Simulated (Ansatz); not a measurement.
Input file for Ansatz (a quantum-chemistry and plane-wave program): R-BLYP/def2-TZVPP on CH5NOSe (SMILES CO[Se]N), a point of a torsion scan.

Ansatz 0.2 input:
```yaml
crystal:
  periodic: [false, false, false]
  atoms:
    - {symbol: C, position_ang: [-1.49881700, -0.08721533, 0.33807881]}
    - {symbol: O, position_ang: [-0.76699500, 0.75469486, -0.51497215]}
    - {symbol: Se, position_ang: [0.28909339, 2.07334263, 0.22299598]}
    - {symbol: N, position_ang: [1.92590659, 1.29867499, 0.22273565]}
    - {symbol: H, position_ang: [-2.41438417, 0.39775842, 0.68769106]}
    - {symbol: H, position_ang: [-0.91578197, -0.41718750, 1.20340954]}
    - {symbol: H, position_ang: [-1.76734943, -0.96147441, -0.25857858]}
    - {symbol: H, position_ang: [2.01614758, 0.50550996, 0.84826541]}
    - {symbol: H, position_ang: [2.25131041, 1.04977739, -0.70437460]}
basis:
  gaussian:
    orbitals: def2-TZVPP
hamiltonian:
  xc: {name: BLYP}
scf: {lower_state_search: off}
```

Q: Give the final energy of this run.

A: -2572.6746 hartree.
